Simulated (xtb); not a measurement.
WCl6, SMILES [Cl][W]([Cl])([Cl])([Cl])([Cl])[Cl], multiplicity 1. All values are semi-empirical tight-binding results from xtb (GFN2-xTB unless named), good for trends rather than for accurate numbers. The structure is a stationary point at GFN2-xTB. The spin state was assumed, not searched. The isomer is the one that the SMILES or the coordinates give; other isomers of the formula were not compared.

Optimised geometry:

```xyz
7

W      0.0000     0.0000     0.0000
Cl     0.0000     2.2917     0.0000
Cl     2.2917     0.0000     0.0000
Cl    -2.2917     0.0000     0.0000
Cl     0.0000    -2.2917     0.0000
Cl     0.0000     0.0000     2.2917
Cl     0.0000     0.0000    -2.2917
```
Charge 0, spin multiplicity 1.

For metal compounds this method's bond lengths and energies can be far off.

The point group as xtb finds it is Oh and the orbital gap is 2.14 eV. The zero-point energy is 3.9 kcal/mol. The G − E(el) at 298.15 K (modified RRHO) is -19.6 kcal/mol.

**Question.** Give the atomic charges and the Wiberg bond orders between heavy atoms. (The exact figures need the calculation; the answer reports its results.)

**Answer.** charges (e) W1 0.88, Cl2 -0.15, Cl3 -0.15, Cl4 -0.15, Cl5 -0.15, Cl6 -0.15, Cl7 -0.15. Bond orders W1–Cl2 1.21, W1–Cl3 1.21, W1–Cl4 1.21, W1–Cl5 1.21, W1–Cl6 1.21, W1–Cl7 1.21.
